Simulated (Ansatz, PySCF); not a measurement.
Molecule: InCl, charge 1, multiplicity 2. 
Geometry from a B3LYP-D3(BJ)/def2-TZVP (Ansatz, a program for electronic structure) optimisation:
```xyz
2

In     0.0000     0.0000    -0.6042
Cl     0.0000     0.0000     1.7415
```
Charge +1, spin multiplicity 2.

Total electronic energies in hartree. Valence correlation only, unless marked. UHF or UKS for open shells. No spin-orbit coupling. The frozen core is the preceding noble-gas configuration, with the filled d and f shells of earlier blocks. In def2 rows, elements after Kr have scalar-relativistic effective core potentials. Basis-set limits of correlation are two-point, X^-3; Hartree-Fock from the larger set.

```tsv
level	program	energy (Eh)
HF/def2-TZVPPD	Ansatz	-648.50159
BLYP-D3(BJ)/def2-TZVPD	Ansatz + dftd3	-650.05491
BLYP/def2-TZVPD	Ansatz	-650.05135
M06-L-D4/def2-TZVPD	PySCF + dftd4	-650.22298
PBE0-D3(BJ)/def2-TZVP	Ansatz + dftd3	-649.93465
r2SCAN0-D4/def2-TZVPD	Ansatz + dftd4	-650.08506
CAM-B3LYP-D3(BJ)/def2-TZVPD	Ansatz + dftd3	-650.07329
CAM-B3LYP/def2-TZVPD	Ansatz	-650.07173
CCSD(T)/CBS(def2-TZVPPD,def2-QZVPPD)	Ansatz	-648.7918
```

Totals of different functionals don't rank their quality; only differences between species are comparable.
